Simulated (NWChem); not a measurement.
All runs are NWChem calculations. System: HSe, charge 0, spin multiplicity 2, at a geometry optimised with UPBE0/def2-SVP. The structure started from a generated list of species. Its SCF solution wasn't tested for a lower state. Level: UCCSD(T)/def2-SVP, 9 core orbitals frozen.

Input file:

```
start mol
memory heap 100 mb stack 700 mb global 1900 mb
geometry units angstroms nocenter noautoz
  Se     0.000000     0.000000     0.042100
  H      0.000000     0.000000    -1.431392
  symmetry group C2v
end
basis spherical
  * library def2-svp
end
scf
  uhf
  nopen 1
  maxiter 100
  thresh 1e-7
  semidirect memsize 60000000 filesize 0
  # guess.movecs holds the orbitals of an unrestricted PBE0 run
  vectors input guess.movecs output mol.movecs
end
tce
  freeze core 9
  ccsd(t)
  thresh 1e-6
  maxiter 100
  tilesize 24
end
task tce energy
```

Output (cleaned and shortened):

```
             Northwest Computational Chemistry Package (NWChem) 7.3.0
             --------------------------------------------------------

                                NWChem Input Module
                                -------------------

 Scaling coordinates for geometry "geometry" by  1.889725989
 (inverse scale =  0.529177249)

 Turning off AUTOSYM since
 SYMMETRY directive was detected!

                             Geometry "geometry" -> ""
                             -------------------------

 Output coordinates in angstroms (scale by  1.889725989 to convert to a.u.)

  No.       Tag          Charge          X              Y              Z
 ---- ---------------- ---------- -------------- -------------- --------------
    1 Se                  34.0000     0.00000000     0.00000000     0.04210000
    2 H                    1.0000     0.00000000     0.00000000    -1.43139200

 Effective nuclear repulsion energy (a.u.)      12.2104676958

            Nuclear Dipole moment (a.u.)
            ----------------------------
        X                 Y               Z
 ---------------- ---------------- ----------------
     0.0000000000     0.0000000000     0.0000151178

      Symmetry information
      --------------------

 Group name             C2v
 Group number             16
 Group order               4
 No. of unique centers     2

      Symmetry unique atoms

     1    2


 Summary of "ao basis" -> "" (spherical)
 ------------------------------------------------------------------------------
       Tag                 Description            Shells   Functions and Types
 ---------------- ------------------------------  ------  ---------------------
 *                          def2-svp                  on all atoms

 Summary of "ao basis" -> "ao basis" (spherical)
 ------------------------------------------------------------------------------
       Tag                 Description            Shells   Functions and Types
 ---------------- ------------------------------  ------  ---------------------
 Se                         def2-svp                12       32   5s4p3d
 H                          def2-svp                 3        5   2s1p

                                 NWChem SCF Module
                                 -----------------

  ao basis        = "ao basis"
  functions       =    37
  atoms           =     2
  alpha electrons =    18
  beta  electrons =    17
  charge          =   0.00
  wavefunction    = UHF
  use symmetry    = T
  symmetry adapt  = T

 Summary of "ao basis" -> "ao basis" (spherical)
 ------------------------------------------------------------------------------
       Tag                 Description            Shells   Functions and Types
 ---------------- ------------------------------  ------  ---------------------
 Se                         def2-svp                12       32   5s4p3d
 H                          def2-svp                 3        5   2s1p

      Symmetry analysis of basis
      --------------------------

        a1         18
        a2          3
        b1          8
        b2          8

 Forming initial guess at       0.0s

   Symmetry analysis of molecular orbitals - initial alpha
   -------------------------------------------------------

  Numbering of irreducible representations:

     1 a1          2 a2          3 b1          4 b2

  Orbital symmetries:

     1 a1          2 a1          3 b1          4 a1          5 b2
     6 a1          7 b1          8 a1          9 b2         10 a1
    11 b1         12 a2         13 b2         14 a1         15 a1
    16 a1         17 b1         18 b2         19 a1         20 a1
    21 a1         22 b1         23 b2         24 a2         25 a1
    26 b1         27 b2         28 a1

   Symmetry analysis of molecular orbitals - initial beta
   ------------------------------------------------------

  Numbering of irreducible representations:

     1 a1          2 a2          3 b1          4 b2

  Orbital symmetries:

     1 a1          2 a1          3 a1          4 b1          5 b2
     6 a1          7 a1          8 b1          9 b2         10 a1
    11 b1         12 a2         13 b2         14 a1         15 a1
    16 a1         17 b2         18 b1         19 a1         20 a1
    21 a1         22 b2         23 b1         24 a2         25 a1
    26 b2         27 b1         28 a1

 Starting SCF solution at       0.0s

 ----------------------------------------------
         Quadratically convergent UHF

 Convergence threshold     :          1.000E-07
 Maximum no. of iterations :          100
 Integral*density screening:          1.000E-09
 ----------------------------------------------

              iter       energy          gnorm     gmax       time
             ----- ------------------- --------- --------- --------
                 1    -2400.1049419212  3.14D-01  6.13D-02      0.2
                 2    -2400.1114811770  1.38D-02  4.34D-03      0.2
                 3    -2400.1115205018  9.29D-05  3.27D-05      0.2
                 4    -2400.1115205064  9.71D-09  3.50D-09      0.3

       Final UHF  results
       ------------------

         Total SCF energy =  -2400.111520506415
      One electron energy =  -3368.248084998621
      Two electron energy =    955.926096796426
 Nuclear repulsion energy =     12.210467695780

                       Sz =      0.5000
                 Sz(Sz+1) =      0.7500
                      S^2 =      0.7586

        Time for solution =      0.2s

       Symmetry analysis of molecular orbitals - alpha
       -----------------------------------------------
[...]
  ----- ------------  ---------------      ----- ------------  ---------------
     5      1.755436  1 Se s                 34     -1.503953  2 H  s
     4     -1.178006  1 Se s                 33      0.646772  2 H  s
    30      0.435533  1 Se d  0              14     -0.352843  1 Se pz
     3      0.311469  1 Se s

                     UHF Final Beta Molecular Orbital Analysis
                     -----------------------------------------

 Vector   15  Occ=1.000000D+00  E=-8.438148D-01  Symmetry=a1
              MO Center=  3.4D-16,  5.9D-16, -3.1D-01, r^2= 1.2D+00
   Bfn.  Coefficient  Atom+Function         Bfn.  Coefficient  Atom+Function
  ----- ------------  ---------------      ----- ------------  ---------------
     4      0.748281  1 Se s                  3     -0.534904  1 Se s
     5      0.263568  1 Se s                 33      0.228159  2 H  s

 Vector   16  Occ=1.000000D+00  E=-4.994920D-01  Symmetry=a1
              MO Center= -5.0D-17,  1.4D-15, -2.3D-01, r^2= 1.9D+00
   Bfn.  Coefficient  Atom+Function         Bfn.  Coefficient  Atom+Function
  ----- ------------  ---------------      ----- ------------  ---------------
    14      0.384167  1 Se pz                33     -0.370201  2 H  s
     4      0.321075  1 Se s                 17      0.310292  1 Se pz
     5      0.260521  1 Se s                 11     -0.248240  1 Se pz
     3     -0.224926  1 Se s                 34     -0.203229  2 H  s

 Vector   17  Occ=1.000000D+00  E=-3.476228D-01  Symmetry=b2
              MO Center= -1.6D-15, -3.1D-15,  2.4D-02, r^2= 1.7D+00
   Bfn.  Coefficient  Atom+Function         Bfn.  Coefficient  Atom+Function
  ----- ------------  ---------------      ----- ------------  ---------------
    16      0.638475  1 Se py                13      0.503202  1 Se py
    10     -0.320238  1 Se py

 Vector   18  Occ=0.000000D+00  E= 5.297695D-03  Symmetry=b1
              MO Center= -2.7D-15, -3.7D-15,  2.3D-02, r^2= 2.0D+00
   Bfn.  Coefficient  Atom+Function         Bfn.  Coefficient  Atom+Function
  ----- ------------  ---------------      ----- ------------  ---------------
    15      0.750323  1 Se px                12      0.367015  1 Se px
     9     -0.275526  1 Se px

 Vector   19  Occ=0.000000D+00  E= 1.573712D-01  Symmetry=a1
              MO Center=  7.7D-14,  5.0D-14, -9.4D-01, r^2= 3.2D+00
   Bfn.  Coefficient  Atom+Function         Bfn.  Coefficient  Atom+Function
  ----- ------------  ---------------      ----- ------------  ---------------
    34      1.574575  2 H  s                 17      1.135165  1 Se pz
     5     -0.809894  1 Se s                  4     -0.277265  1 Se s
    14      0.234415  1 Se pz                33      0.202499  2 H  s
     3      0.188934  1 Se s                 11     -0.178557  1 Se pz

 Vector   20  Occ=0.000000D+00  E= 4.186460D-01  Symmetry=a1
              MO Center= -2.2D-13, -1.3D-13, -2.7D-01, r^2= 2.9D+00
   Bfn.  Coefficient  Atom+Function         Bfn.  Coefficient  Atom+Function
  ----- ------------  ---------------      ----- ------------  ---------------
     5     -1.802436  1 Se s                  4      1.708226  1 Se s
    33      0.450378  2 H  s                  3     -0.432622  1 Se s
    17      0.369601  1 Se pz                30      0.269444  1 Se d  0

 center of mass
 --------------
 x =   0.00000000 y =   0.00000000 z =   0.04444648

 moments of inertia (a.u.)
 ------------------
           7.715557760953           0.000000000000           0.000000000000
           0.000000000000           7.715557760953           0.000000000000
           0.000000000000           0.000000000000           0.000000000000

  Mulliken analysis of the total density
  --------------------------------------

    Atom       Charge   Shell Charges
 -----------   ------   -------------------------------------------------------
    1 Se  34    34.05   2.00  2.00  2.00  1.35  0.58  6.00  5.98  1.82  2.28  8.21  1.75  0.08
    2 H    1     0.95   0.69  0.24  0.03

  Mulliken analysis of the alpha density
  --------------------------------------

    Atom       Charge   Shell Charges
 -----------   ------   -------------------------------------------------------
    1 Se  34    17.55   1.00  1.00  1.00  0.68  0.30  3.00  2.99  1.14  1.43  4.10  0.88  0.04
    2 H    1     0.45   0.33  0.11  0.01

   Mulliken analysis of the beta density
   -------------------------------------

    Atom       Charge   Shell Charges
 -----------   ------   -------------------------------------------------------
    1 Se  34    16.50   1.00  1.00  1.00  0.67  0.28  3.00  2.99  0.68  0.86  4.11  0.87  0.04
    2 H    1     0.50   0.36  0.13  0.01

   Mulliken analysis of the spin density
   -------------------------------------

    Atom       Charge   Shell Charges
 -----------   ------   -------------------------------------------------------
    1 Se  34     1.05   0.00  0.00  0.00  0.01  0.01  0.00  0.00  0.45  0.57 -0.01  0.01  0.01
    2 H    1    -0.05  -0.03 -0.02  0.00

       Multipole analysis of the density wrt the origin
       ------------------------------------------------

     L   x y z        total         alpha         beta         nuclear
     -   - - -        -----         -----         ----         -------
     0   0 0 0     -0.000000    -18.000000    -17.000000     35.000000

     1   1 0 0      0.000000      0.000000      0.000000      0.000000
     1   0 1 0      0.000000      0.000000     -0.000000      0.000000
     1   0 0 1     -0.295144     -0.162289     -0.132870      0.000015

     2   2 0 0    -13.311552     -8.551898     -4.759653      0.000000
     2   1 1 0     -0.000000      0.000000     -0.000000      0.000000
     2   1 0 1     -0.000000     -0.000000      0.000000      0.000000
     2   0 2 0    -15.857917     -8.469568     -7.388349      0.000000
     2   0 1 1     -0.000000     -0.000000      0.000000      0.000000
     2   0 0 2    -12.818369    -10.603300     -9.746961      7.531892

                   NWChem Extensible Many-Electron Theory Module
                   ---------------------------------------------


            General Information
            -------------------
      Number of processors :     1
         Wavefunction type : Unrestricted Hartree-Fock
          No. of electrons :    35
           Alpha electrons :    18
            Beta electrons :    17
           No. of orbitals :    74
            Alpha orbitals :    37
             Beta orbitals :    37
        Alpha frozen cores :     9
         Beta frozen cores :     9
     Alpha frozen virtuals :     0
      Beta frozen virtuals :     0
         Spin multiplicity : doublet
    Number of AO functions :    37
       Number of AO shells :    15
        Use of symmetry is : on
      Symmetry adaption is : on
         Schwarz screening : 0.10D-09

          Correlation Information
          -----------------------
          Calculation type : Coupled-cluster singles & doubles w/ perturbation
   Perturbative correction : (T)
            Max iterations :      100
        Residual threshold : 0.10D-05
     T(0) DIIS level shift : 0.00D+00
     L(0) DIIS level shift : 0.00D+00
     T(1) DIIS level shift : 0.00D+00
     L(1) DIIS level shift : 0.00D+00
     T(R) DIIS level shift : 0.00D+00
     T(I) DIIS level shift : 0.00D+00
   CC-T/L Amplitude update :  5-th order DIIS
                I/O scheme : Global Array Library
        L-threshold :  0.10D-05
        EOM-threshold :  0.10D-05
 no EOMCCSD initial starts read in
 TCE RESTART OPTIONS
 SLICE:      F
 D4D5:       F
 quantumc:   F
 qrotation:  F
 pwtce:      F
 qducc:      F
 nacto:                         0
 nrotv:                         0
 nrot:                          0

            Memory Information
            ------------------
          Available GA space size is     249034062 doubles
          Available MA space size is     104854588 doubles

 Maximum block size supplied by input
 Maximum block size        24 doubles

 tile_dim =      9

 -------------------------------------------------

 Global array virtual files algorithm will be used

 Parallel file system coherency ......... OK


 half-transformed integrals in memory

 2-e (intermediate) file size =         2345097
 2-e (intermediate) file name = ./mol.v2i

 2-e integrals stored in memory



CCSD iterations
 ---------------------------------------------------------
 Iter          Residuum       Correlation     Cpu    Wall
 ---------------------------------------------------------
    1   0.1313826693483  -0.2163768131257     0.2     0.2
    2   0.0273045021145  -0.2219241010482     0.2     0.2
    3   0.0099746194993  -0.2258093521212     0.2     0.2
    4   0.0042059088623  -0.2265240145983     0.2     0.2
    5   0.0019710777414  -0.2268746834829     0.2     0.2
    6   0.0005621085871  -0.2270641510617     0.2     0.2
    7   0.0003000381700  -0.2270888739387     0.2     0.2
    8   0.0001869770024  -0.2270903695929     0.2     0.2
    9   0.0001203013510  -0.2270904026090     0.2     0.2
   10   0.0000784102423  -0.2270908335720     0.2     0.2
   11   0.0000087642359  -0.2270922830410     0.2     0.2
   12   0.0000042185150  -0.2270919822489     0.2     0.2
   13   0.0000025377712  -0.2270920293935     0.2     0.2
   14   0.0000015852453  -0.2270919984126     0.2     0.2
   15   0.0000010084487  -0.2270919888193     0.2     0.2
   16   0.0000001622983  -0.2270919654759     0.2     0.2
 -----------------------------------------------------------------
 Iterations converged
 CCSD correlation energy / hartree =        -0.227091965475859
 CCSD total energy / hartree       =     -2400.338612471890883

 Singles contributions

 Doubles contributions
 CCSD(T)
 Using plain CCSD(T) code
             total no. of tasks         1000
 total no. of tasks / no. procs         1000
                         wl_min            8           1.4
                         wl_max        46656           6.0
        thresh for no. of tasks         1000

 CCSD[T]  correction energy / hartree =        -0.004780565119289
 CCSD[T] correlation energy / hartree =        -0.231872530595147
 CCSD[T] total energy / hartree       =     -2400.343393037010173
 CCSD(T)  correction energy / hartree =        -0.004491855191480
 CCSD(T) correlation energy / hartree =        -0.231583820667339
 CCSD(T) total energy / hartree       =     -2400.343104327082528

 Task  times  cpu:        4.2s     wall:        4.2s

 Total times  cpu:        4.2s     wall:        4.2s
```
